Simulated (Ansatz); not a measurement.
`CNBB(O)S`. Total charge 0; spin multiplicity 1.

```xyz
13

C     0.578    1.117   -2.007
N     0.123    0.717   -0.696
B     0.125   -0.557   -0.155
B    -0.441   -0.826    1.430
O     0.011   -1.820    2.246
S    -1.722    0.279    2.095
H    -0.230    1.574   -2.587
H     0.933    0.238   -2.543
H     1.398    1.840   -1.943
H    -0.229    1.484   -0.139
H     0.565   -1.440   -0.849
H     0.672   -2.368    1.814
H    -1.783   -0.237    3.336
```

Question: What are the harmonic wavenumbers in cm⁻¹ at PBE0-D4/def2-TZVP (Ansatz, finite differences of forces, unscaled)? (Best estimate.)

Answer: The calculation gave: 57, 90, 144, 182, 272, 318, 384, 415, 489, 584, 600, 731, 784, 887, 915, 995, 1079, 1144, 1150, 1195, 1321, 1364, 1449, 1485, 1491, 1571, 2540, 2694, 3036, 3091, 3149, 3587, 3872.

Question: Is this a minimum?

Answer: Yes, all 33 modes are real.

Question: Give the ideal-gas thermochemistry at 298.15 K and 1 bar (rigid rotor, harmonic oscillator; point group C1, symmetry number 1).

Answer: Zero-point energy 257.6 kJ/mol; H(298) − E = 281.4 kJ/mol; entropy 371.9 J/(mol·K), of which translation 166.6, rotation 117.8, vibration 87.4; G(298) − E = 170.6 kJ/mol. Modes under 100 cm⁻¹ are hindered rotations or soft bends, so the harmonic entropy is rough.

Question: Rotational constants (cm⁻¹)?

Answer: 0.1556, 0.04769, 0.03714.
